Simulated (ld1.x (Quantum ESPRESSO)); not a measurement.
Sn, ultrasoft: configuration errors across variants

```
Element                 : Sn (Z = 50)
Generator               : ld1.x (Quantum ESPRESSO) 7.5
Type                    : ultrasoft
Functional              : LDA (PZ)
Relativity              : scalar-relativistic
Frozen core             : [Kr] 4d10
Valence charge          : 4
Reference configuration : 5s2 5p0 (charge +2)
Partial waves           : 5s (bound): rcut 1.65, rcutus 2.25 bohr; 5s channel at -1.3 Ry: rcut 1.65, rcutus 2.25 bohr; 5p (bound, empty): rcut 2.30, rcutus 2.60 bohr; 5p channel at -0.7 Ry: rcut 2.30, rcutus 2.60 bohr
Local potential         : all-electron potential smoothed inside 2.60 bohr (lloc = -1)
Core correction         : Bessel-smoothed model core inside 2.30 bohr
Augmentation charge     : built from norm-conserving waves at rcut, not smoothed further
```

All-electron excitation energies from the reference (eV): (1) 5s2 5p2 -21.362; (2) 5s2 5p1 -14.264; (3) 5s1 5p0 31.451; (4) 5s1 5p3 -14.288; (5) 5s0 5p4 -6.962; (6) 5s1 5p2 -6.530; (7) 5s2 5p1.5 -18.646; (8) 5s2 5p2 spin -21.837; (9) 5s2 5p1 spin -14.417.

Spin tests fill each open shell by Hund’s rule, majority spin first.

Errors AE − PS in meV (a dash: test not solved or not reliable):

| change | (1) | (2) | (3) | (4) | (5) | (6) | (7) | (8) | (9) | bound ghosts |
| --- | --- | --- | --- | --- | --- | --- | --- | --- | --- | --- |
| base | -46 | -18 | -107 | -20 | -24 | -6.3 | -33 | -43 | -16 | none |
| core correction none | +93 | +39 | +149 | +99 | +143 | +49 | +68 | +175 | +73 | none |
| core correction Bessel-smoothed model core inside 0.86 bohr | -48 | -19 | -121 | -21 | -28 | -7.2 | -35 | -49 | -19 | none |
| core correction Bessel-smoothed model core inside 1.16 bohr | -48 | -19 | -121 | -21 | -28 | -7.2 | -35 | -49 | -19 | none |
| core correction Bessel-smoothed model core inside 1.38 bohr | -48 | -19 | -121 | -21 | -28 | -7.2 | -35 | -49 | -19 | none |
| core correction Bessel-smoothed model core inside 1.56 bohr | -48 | -19 | -121 | -21 | -28 | -7.2 | -35 | -49 | -19 | none |
| core correction Bessel-smoothed model core inside 2.02 bohr | -48 | -19 | -117 | -21 | -26 | -6.8 | -35 | -47 | -18 | none |
| core correction Bessel-smoothed model core inside 2.26 bohr | -47 | -18 | -108 | -20 | -24 | -6.4 | -33 | -43 | -17 | none |
| core correction Bessel-smoothed model core inside 2.48 bohr | -44 | -17 | -95 | -19 | -21 | -5.6 | -31 | -36 | -13 | none |
| core correction Bessel-smoothed model core inside 2.64 bohr | -39 | -15 | -80 | -17 | -17 | -4.7 | -28 | -27 | -9.3 | none |

Task: Give the same row for: core correction Bessel-smoothed model core inside 1.80 bohr.

Result: -48, -19, -120, -21, -27, -7.0, -35, -49, -19; bound ghosts: none.
